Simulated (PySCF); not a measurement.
Working with the constants of GaB⁺

UHF-CCSD(T) constants of GaB⁺, ²Σ⁺ (doublet), unpaired electrons σ ↑ (Ga cc-pVTZ-PP with ECP10, B cc-pVTZ; scalar-relativistic core potentials (PySCF 2.14); masses 68.9256 and 11.0093 u):

```
ωe              : 216.0 cm⁻¹
ωexe            : 1.84 cm⁻¹
Be              : 0.23622 cm⁻¹
αe              : 0.00326 cm⁻¹
D (centrifugal) : 1.13e-06 cm⁻¹
De to Ga⁺ + B   : 0.75 eV
```

**Question.** Give the vibrational terms G(v) and spacings up to v = 6.

**Answer.** G(v) = ωe(v+½) − ωexe(v+½)².

| v | G(v) (cm⁻¹) | G(v) − G(v−1) | Bv (cm⁻¹) |
| --- | --- | --- | --- |
| 0 | 108 |  | 0.2346 |
| 1 | 320 | 212 | 0.2313 |
| 2 | 528 | 209 | 0.2281 |
| 3 | 733 | 205 | 0.2248 |
| 4 | 935 | 201 | 0.2216 |
| 5 | 1132 | 198 | 0.2183 |
| 6 | 1326 | 194 | 0.2150 |

**Question.** How well does the Morse estimate ωe²/(4ωexe) reproduce De, and what is D0?

**Answer.** It gives 0.79 eV, 105 % of the computed De. D0 = De − G(0) = 0.75 − 0.01 = 0.74 eV.

Correlated steps freeze 5 core orbitals. Spin–orbit coupling is left out. For an ion De counts to the pair picked by the measured ionisation energies or electron affinities, which need not be the lowest pair at this level. The state is the lowest determinant that a PBE0 search found; another state may lie lower at other levels.
